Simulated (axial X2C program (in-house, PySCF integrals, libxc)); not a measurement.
**AsP⁺ along the bond: PBE0, scalar-relativistic**

Computed with an in-house relativistic program for diatomic molecules. Spin-free means the one-electron spin-free X2C Hamiltonian. Basis: As dyall-cv3z [9s9p6d4f1g], P dyall-v3z [8s7p2d1f] (cores contracted in-house); Gaussian nuclei, density fitting, unrestricted open shells. Masses: As 74.922 u, P 30.974 u.

State: M_S = 1/2, Λ = 1 (beyond evenly filled blocks: π+α, π+β, π-α). Dipoles are positive if P is the positive end and refer to the centre of mass.

Results along the bond:

```
R (Å)  μ (D)  HOMO (eV)  LUMO (eV)   ⟨S²⟩
1.811  1.189     -14.95     -13.11  0.752
1.895  1.201     -14.92     -12.78  0.752
1.957  1.213     -14.67     -12.56  0.752
2.019  1.229     -14.42     -12.35  0.753
2.082  1.248     -14.20     -12.16  0.753
2.155  1.270     -13.96     -11.96  0.756
2.228  1.285     -13.74     -11.77  0.771
2.321  1.254     -13.59     -11.60  0.907
2.436  1.169     -13.56     -11.48  1.127
2.603  1.008     -13.59     -11.40  1.367
```

Occupations by symmetry block were frozen at the best pattern of an incomplete PBE0 search. Without a current term, density functionals place determinants with orbital angular momentum somewhat too high. The determinant is spin-polarised beyond a pure state at some levels (its spin-free form has ⟨S²⟩ too high), which makes Re and μ there less reliable.
